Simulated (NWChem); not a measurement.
System: CH3ISSe; SMILES I[Se]SC

Here is an NWChem input.

```
start job
memory heap 200 mb stack 900 mb global 1100 mb
geometry units angstroms noautoz
  Se     0.965035     0.718057    -0.122634
  I     -0.152744    -1.592060     0.062457
  S     -0.495515     2.117134     0.632652
  C     -1.578505     2.419938    -0.788867
  H     -1.012843     2.813098    -1.643824
  H     -2.311299     3.170237    -0.454560
  H     -2.108428     1.498730    -1.069086
end
basis spherical
  * library def2-svpd
end
ecp
  I library def2-ecp
end
dft
  xc xcamb88 1.00 lyp 0.81 vwn_5 0.19 hfexch 1.00
  cam 0.33 cam_alpha 0.19 cam_beta 0.46
  iterations 150
end
tddft
  cis
  nroots 6
  notriplet
end
task tddft energy
```

Geometry: optimised at PBE0/def2-SVP. No frequency run checked for a minimum. def2 effective core potentials on I; no spin-orbit coupling.

Vertical excitations in the gas phase.

What results follow from this input? (CAM-B3LYP/def2-SVPD with def2 effective core potentials on I, TDA.) Quantities: lowest excitation, singlet (eV); oscillator strength of that lowest state; lowest state with f > 0.02, singlet (eV); oscillator strength of that bright state; orbital gap (eV).


```json
{
 "lowest excitation, singlet (eV)": "2.48",
 "oscillator_strength_of_that_lowest_state": "0.001",
 "lowest state with f > 0.02, singlet (eV)": "4.01",
 "oscillator_strength_of_that_bright_state": "0.079",
 "orbital gap (eV)": "5.98"
}
```
